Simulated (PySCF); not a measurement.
Calculation: PBE-D3(BJ)/def2-TZVP // TPSS-D3(BJ)/def2-SVP run with PySCF 2.14.0. Isolated molecules, 0 K electronic values unless said otherwise. One relaxed conformer stands for a flexible species; it need not be the lowest. 

Reference species: [Zn(Cl)2] (neutral, multiplicity 1).

```
Quantity                                  Value
-------------------------------------  --------
coordination number                           2
LUMO                                   -2.70 eV
charge on the central atom (Mulliken)    0.54 e
```

Changed species: [Zn(Cl)(OH)] (1 of 2 Cl replaced by OH; the reference has 0 of 2 Cl replaced by OH).

What does the change do to the coordination number, LUMO and charge on the central atom (Mulliken)?

the coordination number hardly moves; the LUMO rises by 0.32 eV, to -2.38 eV; the charge on the central atom (Mulliken) stays essentially unchanged.
